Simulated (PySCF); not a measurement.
Molecule: SMILES CCCOC(C)=O, C5H10O2.

Geometry:
| atom | x (Å) | y (Å) | z (Å) |
| --- | --- | --- | --- |
| C1 | -2.680 | -0.424 | 0.017 |
| C2 | -1.196 | -0.694 | 0.204 |
| C3 | -0.433 | 0.561 | 0.580 |
| O4 | 0.942 | 0.291 | 0.838 |
| C5 | 1.761 | 0.253 | -0.223 |
| C6 | 3.176 | -0.018 | 0.197 |
| O7 | 1.396 | 0.440 | -1.354 |
| H8 | -2.856 | 0.310 | -0.784 |
| H9 | -3.220 | -1.343 | -0.253 |
| H10 | -3.139 | -0.028 | 0.937 |
| H11 | -1.037 | -1.451 | 0.990 |
| H12 | -0.764 | -1.098 | -0.725 |
| H13 | -0.822 | 0.992 | 1.515 |
| H14 | -0.511 | 1.314 | -0.220 |
| H15 | 3.768 | -0.315 | -0.676 |
| H16 | 3.605 | 0.900 | 0.627 |
| H17 | 3.210 | -0.793 | 0.975 |

Geometry PBE0-D3(BJ)/def2-SVP throughout; GIAO in PySCF 2.14.0 with density-fitted response routines, gas phase, one conformer, non-relativistic; equivalent atoms averaged; functional PBE0.

Task: How do the shifts δ (against TMS, H2O at the same level) depend on the basis set? (a selection of nuclei; ppm; last column core-seconds on shared hosts with different chips, so compare them loosely)

Result: 
```
    basis set  functions     C5    C3    C2    C6     O7  H13/H14  H15/H16/H17  H11/H12  H8/H9/H10  core-s
       STO-3G         45  114.0  55.2  24.1  21.2  402.7     2.74         1.86     1.02       0.77      11
     pcSseg-0         83  185.1  67.6  23.2  26.0  485.5     4.05         2.32     1.53       0.95      12
        6-31G         83  165.0  62.5  22.7  22.7  416.8     4.13         2.11     1.77       0.99      13
       6-31G*        118  158.9  62.4  22.6  20.4  385.5     3.89         1.78     1.66       0.84      19
      cc-pVDZ        148  164.8  64.2  25.0  20.5  414.1     3.77         1.74     1.46       0.76      27
     def2-SVP        148  164.1  62.7  22.1  19.3  414.3     3.67         1.74     1.36       0.70      25
     pcSseg-1        169  174.2  66.7  24.1  22.0  443.5     3.81         1.96     1.50       0.86      38
6-311+G(2d,p)        249  172.6  65.7  24.3  20.7  415.0     3.86         1.89     1.58       0.81      50
  aug-cc-pVDZ        251  168.4  63.6  24.7  20.2  395.3     3.96         1.97     1.62       0.90      61
    def2-TZVP        277  174.2  67.3  25.1  21.2  424.8     3.84         1.86     1.58       0.81      69
```

Task: Which nucleus among those listed moves most, in ppm?

Result: O7 (ester carbonyl oxygen): from 385.5 ppm with 6-31G* to 485.5 ppm with pcSseg-0. The smallest spread is 0.29 ppm, at H8/H9/H10. Proton shifts span only some 12 ppm, so a few tenths of a ppm matter as much there as several ppm in carbon.

Task: Taking the largest basis, def2-TZVP (277 functions), as the yardstick, rank the others by their worst heavy-atom deviation.

Result: 6-31G 9.1 ppm (83 functions), 6-311+G(2d,p) 9.8 ppm (249 functions), def2-SVP 10.5 ppm (148 functions), cc-pVDZ 10.7 ppm (148 functions), pcSseg-1 18.7 ppm (169 functions), aug-cc-pVDZ 29.5 ppm (251 functions), 6-31G* 39.3 ppm (118 functions), STO-3G 60.2 ppm (45 functions), pcSseg-0 60.7 ppm (83 functions).

A small basis that lands close on one nucleus may do so by chance; judge by the trend and by all nuclei.
